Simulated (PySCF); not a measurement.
tert-butyl chloride (C₄H₉Cl), SMILES CC(C)(C)Cl. Atoms are numbered in the order given.

```xyz
14

C     -1.2630    -0.7292    -0.8137
C      0.0000     0.0000    -0.3667
C      0.0000     1.4584    -0.8137
C      1.2630    -0.7292    -0.8137
Cl     0.0000     0.0000     1.4852
H     -1.3055    -0.7537    -1.9156
H     -1.2719    -1.7643    -0.4427
H     -2.1639    -0.2193    -0.4427
H     -0.8920     1.9836    -0.4427
H      0.8920     1.9836    -0.4427
H      0.0000     1.5074    -1.9156
H      1.3055    -0.7537    -1.9156
H      1.2719    -1.7643    -0.4427
H      2.1639    -0.2193    -0.4427
```

Geometry optimised at B3LYP-D3(BJ)/def2-SVP.

Calculation: PBE0/pcSseg-1 in PySCF.

GIAO shieldings, no solvent; atoms alike by connectivity are averaged. δ = σ(ref) − σ: ¹³C against TMS (σ = 186.3 ppm); ³⁵Cl against HCl (σ = 945.9 ppm); ¹H against TMS (σ = 31.56 ppm), references at their B3LYP-D3(BJ)/def2-TZVP geometries, non-relativistic (without spin–orbit terms, shifts of atoms bonded to Cl or Br come out too high).

```csv
atoms,nucleus,count,δ (ppm)
C2,¹³C,1,___
"C1, C3, C4",¹³C,3,38.0
Cl5,³⁵Cl,1,290.7
"H6, H7, H8, H9, H10, H11, H12, H13, H14",¹H,9,___
```

### Question
Fill in the missing entries. (An estimate is asked for; the answer gives what the named calculation found.)

### Answer

- H6, H7, H8, H9, H10, H11, H12, H13, H14, δ (ppm): 1.87
- C2, δ (ppm): 77.0
